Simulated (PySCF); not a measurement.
Species: C₇H₁₄Ge.
Numbering: `[CH3:1][CH:2]([CH3:3])[GeH:4]1[CH2:5][CH:6]=[CH:7][CH2:8]1` (hydrogens: H9, H10, H11 on C1; H12 on C2; H13, H14, H15 on C3; H16 on Ge4; H17, H18 on C5; H19 on C6; H20 on C7; H21, H22 on C8)

Method used: PBE0-D3(BJ)/def2-SVP geometry optimisation, gas phase (PySCF 2.14.0).

Task: What internal coordinates does the optimisation give?

Result: 
| bond | length (pm) | order |
| --- | --- | --- |
| C1–C2, C2–C3 | 152.5 | single |
| C2–Ge4 | 197.1 | single |
| Ge4–C5, Ge4–C8 | 197.5 | single |
| C5–C6, C7–C8 | 150.4 | single |
| C6=C7 | 134.2 | double |
| C1–H9 and 5 like bonds | 110.3 | single |
| C2–H12 | 110.5 | single |
| Ge4–H16 | 154.6 | single |
| C5–H17, C8–H22 | 110.3 | single |
| C5–H18, C8–H21 | 110.3 | single |
| C6–H19, C7–H20 | 109.7 | single |

Bonds in one row agree within 1 pm and their mean is given. Orders are formal, as drawn. A selection of angles:
| angle | degrees |
| --- | --- |
| C1–C2–C3 | 112.0 |
| C1–C2–Ge4 | 110.9 |
| C2–Ge4–C5 | 113.1 |
| C2–Ge4–C8 | 112.2 |
| C5–Ge4–C8 | 93.3 |
| Ge4–C5–C6 | 102.5 |
| C5–C6–C7 | 120.5 |
| Ge4–C8–C7 | 102.5 |

Dihedral angles: C1–C2–Ge4–C5 175° (antiperiplanar); C2–Ge4–C5–C6 -109° (anticlinal); Ge4–C5–C6–C7 -5° (synperiplanar); C5–C6–C7–C8 0° (synperiplanar); C6–C7–C8–Ge4 5° (synperiplanar); C2–Ge4–C8–C7 110° (anticlinal). The mirror-image conformer, all signs reversed, is as good.

The C–C distances run from 1.342 Å (C6=C7, drawn double) to 1.525 Å (C2–C3, drawn single), a spread of 0.183 Å. Ge4 (germanium bonded to 3 C and H) has angles from 93.3° to 113.9°. The 5-membered ring Ge4–C5–C6–C7–C8 has internal angles of 93.3° to 120.6° (sum 539°, against 540° for a flat polygon); it is slightly puckered (a soft mode that the optimisation may not have finished), 0.04 Å rms from its mean plane, widest ring torsion 7°.

Point group: C1 (no symmetry element, even within 0.4 Å). No PBE0-D3(BJ)/def2-SVP frequencies stand behind this structure, so it isn't proved a minimum. One conformer, not necessarily the lowest.
